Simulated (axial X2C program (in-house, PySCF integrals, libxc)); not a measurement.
**Testing model relations on AlNi**

A bond curve at the PBE0 level, 2c, was computed with an axial X2C code built on PySCF integrals (basis Ni dyall-cv3z [9s9p6d3f2g], Al dyall-v3z [8s8p2d1f] (cores contracted in-house)) for the state Ω = 5/2 (⟨Sz⟩ = 0.50, ⟨Lz⟩ = 2.00 at PBE0). Its fit gives Re = 2.3476 Å, ωe = 301.4 cm⁻¹, ωexe = 1.19 cm⁻¹ and αe = 1.040e-03 cm⁻¹; the masses are 57.9353 and 26.9815 u. Two-component means X2C with spin–orbit coupling and atomic mean-field Coulomb and Gaunt terms.

Problem. Find the reduced mass, Be and the force constant.

Solution. From the PBE0 values: μ = 18.4084 u. Be = 16.8576/(μ Re²) = 0.1662 cm⁻¹. k = 5.8918×10⁻⁷ μ ωe² = 0.985 mdyn/Å.

Problem. Where do the fundamental and the first overtone lie?

Solution. ν(1←0) = ωe − 2ωexe = 299.0 cm⁻¹; ν(2←0) = 2ωe − 6ωexe = 595.7 cm⁻¹.

Problem. A Morse curve ties αe to the other constants (Pekeris). How well does that hold?

Solution. αe(Morse) = 6Be²/ωe × (√(ωexe/Be) − 1) = 9.213e-04 cm⁻¹; the PBE0 curve gives 1.040e-03 cm⁻¹, a ratio of 0.89.

Problem. Estimate the centrifugal constant by the Kratzer relation.

Solution. D = 4Be³/ωe² = 2.02e-07 cm⁻¹.

Problem. The dipole moment p changes by 2.04 D/Å at Re. What harmonic infrared intensity follows?

Solution. I = 42.256 × (dp/dR)²/μ = 9.6 km/mol.

One determinant describes the state; a PBE0 search over occupations chose it and may have missed a lower one. Density functionals use the spin component along the axis (collinear). PBE0 can misorder states that lie within some tenths of an eV, so this need not be the ground state of the molecule. The nearest other 2c determinant of the search, Ω = 3/2, lies 0.14 eV up at the distance of the search. The functionals have no current-density term, which raises determinants with orbital currents, atoms included.
